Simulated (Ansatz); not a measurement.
Gas-phase reaction in SMILES: [Br][Ge][Br] → [Ge][Br] + Br atom (the Br-Ge bond at the site shown breaks; other sites are not compared here)
Each molecule is optimised on its own at B3LYP-D3(BJ)/def2-TZVP (Ansatz, a program for electronic structure).

Quantity: bond dissociation energy (electronic energy difference), in kcal/mol. Cores are frozen in the correlated levels unless marked. Open shells are spin-unrestricted. No spin-orbit coupling. Frozen are the shells of the preceding noble gas and the d and f shells that filled before the atom's block. No relativistic terms. CBS marks a two-point X^-3 extrapolation of the correlation energy; Hartree-Fock from the larger set.

```csv
level,program,bond dissociation energy (kcal/mol)
HF/cc-pVQZ,Ansatz,55.5
PBE-D3(BJ)/def2-TZVPD,Ansatz + dftd3,89.2
PBE0-D4/def2-TZVP,Ansatz + dftd4,85.9
r2SCANh-D4/def2-TZVPD,Ansatz + dftd4,85.7
wB97X/def2-TZVPD,Ansatz,82.7
PBE-QIDH/def2-TZVPD,Ansatz,84.3
SCS-MP2/aug-cc-pVDZ,Ansatz,78.2
```

**Question.** Predict the CCSD(T)/CBS(cc-pVTZ,cc-pVQZ) result (Ansatz).

**Answer.** 85.3 kcal/mol, so SCS-MP2/aug-cc-pVDZ differs from it by -7.1 kcal/mol.
